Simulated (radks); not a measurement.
Values are calculated unless marked as measured or tabulated.
Q: Valence configurations of neutral carbon (all share [He]). Level of theory: scalar-relativistic Kohn-Sham, PBE, spin-unpolarised, spherical densities, finite nucleus; Fermi nuclear charge, rms radius 2.4702 fm (a radial shooting solver on a logarithmic mesh with Libxc functionals). Order these by energy: 2s0.5 2p3.5; 2s2 2p2; 2p4; 2s1.5 2p2.5; 2s1 2p3.

A: From the lowest, in eV above it: 2s2 2p2 0.000; 2s1.5 2p2.5 4.236; 2s1 2p3 8.478; 2s0.5 2p3.5 12.724; 2p4 16.975. NIST lists [He] 2s2 2p2 as the ground configuration; this level of theory agrees among the configurations tried. The energies are those of spherical spin-averaged densities, not of single terms.
